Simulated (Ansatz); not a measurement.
The same path of H2 + H4O4Zr (11 atoms, charge 0, multiplicity 1) was run twice with different band settings. Lost on the way: H10–H11. Made: Zr1–H10, O2–H11.

All numbers below come from RKS PBE-D4/def2-SVP in Ansatz.

Relaxed end points:

```xyz
11
Properties=species:S:1:pos:R:3
Zr -0.324 -0.400 -0.038
O -0.173 0.050 1.850
H -0.207 0.121 2.812
O 1.449 -0.590 -0.796
H 2.355 -0.627 -1.122
O -1.281 1.013 -0.955
H -1.723 1.738 -1.411
O -1.290 -2.068 -0.229
H -1.737 -2.896 -0.441
H 1.675 2.666 2.138
H 1.230 2.043 2.045
```

```xyz
11
Properties=species:S:1:pos:R:3
Zr -0.007 0.332 -0.021
O 0.867 -0.238 2.143
H 0.072 -0.800 2.317
O 1.720 -0.045 -0.813
H 2.472 -0.555 -1.142
O -1.158 0.988 -1.424
H -1.644 1.429 -2.132
O -1.142 -1.091 0.825
H -1.951 -1.514 0.493
H 0.051 1.936 1.000
H 0.694 0.609 2.605
```

Common settings: movable images 7; climbing image yes; optimiser quadratic models (default); start path through a guess of the saddle point; force threshold 0.05 eV/Å; iteration limit 60; end points relaxed.

| run | spring |
| --- | --- |
| 1 | 5.0 eV/Å² |
| 2 | 2.0 to 10.0 eV/Å², energy-weighted |

**Question.** What does each run give, and how far can it be trusted?

**Answer.** Run 1: converged after 30 iterations, highest image 1.066 eV above the first end. A vibrational analysis at the climbing image gives one clearly imaginary mode, 787i cm⁻¹: a first-order saddle point.
Run 2: converged after 49 iterations, highest image 1.066 eV above the first end. Another band between the same ends (7 images) ends at a top of the same energy, where a vibrational analysis finds 1 clearly imaginary mode.
The orbitals stay closed-shell, which can raise the energy where a bond breaks towards radicals; this wasn't checked here.
